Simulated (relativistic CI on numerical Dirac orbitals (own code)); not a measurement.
## Hyperfine structure of Sn I, mass number 117

Computed by Dirac-Coulomb-Breit CI, separate exchange-only KLI orbitals for each configuration, model QED (radiative potential, 1s self-energy scaled to tabulated hydrogen-like ionisation energies), valence Slater integrals scaled by 0.85, P86 correlation energy added to each configuration (own radial code, finite nucleus).

Configuration list (outside the closed core [Kr] 4d10): 5s2 5p2, 5s2 5p 6s, 5s 5p3, 5s2 5p 6p, 5s2 5p 5d, 5s2 5p 7s, 5s2 5p 7p, 5s2 5p 6d, 5s2 5p 4f, 5s2 5d2, 5s2 5p 7d, 5s2 5p 5f, 5s2 5p 5g, 5s2 5p 6f, 5s2 5p 7f, 5p4. Levels of other configurations are missing.

Nuclear spin I = 1/2, μ = -0.9995 μN (tables of Stone and Pyykkö). The electronic factors are computed for point nuclear moments, without core polarisation; leaving it out makes A of s and p electrons in near-neutral atoms 20 to 40 % too small, and it can dominate for d and f shells.

```
          Level  E (cm⁻¹)  A (MHz)
   5s2 5p2 3P_1    1629.1    347.6
   5s2 5p2 3P_2    3360.1    -1229
   5s2 5p2 1D_2    9455.3    -1377
   5s 5p3 5S°_2   34212.9    -8527
5s2 5p 6s 3P°_1   37357.6    -4400
5s2 5p 6s 3P°_2   41105.8    -1439
5s2 5p 6s 1P°_1   41888.4   -380.2
 5s2 5p 6p 3D_1   44533.8    -3312
```

Levels with J = 0, under 50 % of one LS term, or S terms without an open s electron are left out. Small factors come from cancelling terms and can be off by tens of per cent or more.

Correlation outside the listed configurations is missing or only estimated: errors of thousands of cm⁻¹ between configurations and terms are usual at this charge. Rates and lifetimes follow the computed energies and can be off by large factors. The fine structure of a lone outer electron comes out too small, for d and f at times inverted, and misplaced configurations move strength between like terms. 21 of the 31 excited levels that our extract of the measured tables holds in this range could be paired (the sources list more); they are missed by 2015 cm⁻¹ on average and 5413 at most, and levels without a partner can miss by more.

Task: Give the hyperfine levels of 5s2 5p2 3P_2 relative to its centre of gravity.

Result: With K = F(F + 1) − I(I + 1) − J(J + 1), E = AK/2: F = 3/2: 1843, F = 5/2: -1229 MHz.

LS names give the leading component of a level, which can be under half, so a name can repeat, a term be missing and a line seem to break the LS rules.
